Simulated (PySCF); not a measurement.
Isomers of C8H7FO2, mass 154.043 u with the commonest isotopes. Method: PySCF 2.14.0, PBE0-D3(BJ)/def2-SVP geometry optimisation, gas phase. One conformer each, none proved a minimum here; rigid rotors.

Task: Order these by rotational constant B, smallest first.
A. `[CH3:1][O:2][C:3](=[O:4])[c:5]1[cH:6][cH:7][c:8]([F:9])[cH:10][cH:11]1` with C1–O2–C3–O4 0°, O2–C3–C5–C6 -179°
B. `[O:1]=[C:2]([OH:3])[CH2:4][c:5]1[cH:6][cH:7][cH:8][c:9]([F:10])[cH:11]1` with O1–C2–O3–H 1°, O1–C2–C4–C5 -80°, C2–C4–C5–C6 -124°
C. `[O:1]=[C:2]([OH:3])[CH2:4][c:5]1[cH:6][cH:7][c:8]([F:9])[cH:10][cH:11]1` with O1–C2–O3–H 0°, O1–C2–C4–C5 -5°, C2–C4–C5–C6 -90°

Result: C (526.4 MHz), A (568.3 MHz), B (702.8 MHz).

Task: Order these by rotational constant A, smallest first.
A. `[CH3:1][O:2][C:3](=[O:4])[c:5]1[cH:6][cH:7][c:8]([F:9])[cH:10][cH:11]1` with C1–O2–C3–O4 0°, O2–C3–C5–C6 -179°
B. `[O:1]=[C:2]([OH:3])[CH2:4][c:5]1[cH:6][cH:7][c:8]([F:9])[cH:10][cH:11]1` with O1–C2–O3–H 0°, O1–C2–C4–C5 -5°, C2–C4–C5–C6 -90°
C. `[O:1]=[C:2]([OH:3])[CH2:4][c:5]1[cH:6][cH:7][cH:8][c:9]([F:10])[cH:11]1` with O1–C2–O3–H 1°, O1–C2–C4–C5 -80°, C2–C4–C5–C6 -124°

Result: C (1991 MHz), B (3309 MHz), A (3481 MHz).

Task: Order these by rotational constant C, smallest first.
A. `[O:1]=[C:2]([OH:3])[CH2:4][c:5]1[cH:6][cH:7][c:8]([F:9])[cH:10][cH:11]1` with O1–C2–O3–H 0°, O1–C2–C4–C5 -5°, C2–C4–C5–C6 -90°
B. `[O:1]=[C:2]([OH:3])[CH2:4][c:5]1[cH:6][cH:7][cH:8][c:9]([F:10])[cH:11]1` with O1–C2–O3–H 1°, O1–C2–C4–C5 -80°, C2–C4–C5–C6 -124°
C. `[CH3:1][O:2][C:3](=[O:4])[c:5]1[cH:6][cH:7][c:8]([F:9])[cH:10][cH:11]1` with C1–O2–C3–O4 0°, O2–C3–C5–C6 -179°

Result: C (490.1 MHz), A (511.2 MHz), B (563.7 MHz).

```json
{"SMILES": "COC(=O)c1ccc(F)cc1", "point group": "near Cs", "Ia (u·Å²)": "145.20", "Ib (u·Å²)": "889.22", "Ic (u·Å²)": "1031.20", "κ": "-0.95", "μa (D)": "0.71", "μb (D)": "1.63", "μc (D)": "0.01"}
{"SMILES": "O=C(O)Cc1cccc(F)c1", "point group": "C1", "Ia (u·Å²)": "253.88", "Ib (u·Å²)": "719.13", "Ic (u·Å²)": "896.54", "κ": "-0.81", "μa (D)": "0.76", "μb (D)": "2.52", "μc (D)": "0.30"}
{"SMILES": "O=C(O)Cc1ccc(F)cc1", "point group": "near Cs", "Ia (u·Å²)": "152.75", "Ib (u·Å²)": "960.01", "Ic (u·Å²)": "988.65", "κ": "-0.99", "μa (D)": "2.09", "μb (D)": "0.26", "μc (D)": "1.51"}
```
